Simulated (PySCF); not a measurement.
# Electronic structure of Ga⁺ (gallium, charge +1) at the UHF level

Configuration: [Ar] 3d10 4s2, closed-shell 1S. All numbers are calculated (PySCF 2.14, the spin-free X2C one-electron Hamiltonian (Gaussian nucleus), in Sapporo-DKH3-DZP-2012 (6s5p3d1f, 43 functions)).

* Total energy: -1941.927505 hartree
* One-electron energy: -2699.5338 hartree
* Hartree (Coulomb) energy: 831.9264 hartree
* Exchange energy: -74.3201 hartree
* ⟨S²⟩: 0.0000
* ⟨L²⟩: 0.000
* Sum of ⟨r⟩: 19.59 bohr
* Sum of ⟨r²⟩: 24.98 bohr²
* Langevin diamagnetic susceptibility: -19.8 ×10⁻⁶ cm³/mol
* Time after the integrals: 0.09 s of wall time on 1 thread of Neoverse-V2 (shared host)

```csv
shell,electrons,mean orbital energy (hartree),"rms radius, mean of both spins (bohr)"
1s,2,-384.00224,0.0560
2s,2,-49.58810,0.236
2p,6,-43.05212,0.211
3s,2,-6.88326,0.698
3p,6,-4.82764,0.738
3d,10,-1.46958,0.896
4s,2,-0.69981,2.48
```

Densities and radii are taken from the X2C orbitals without a picture-change correction, which distorts them close to the nucleus.
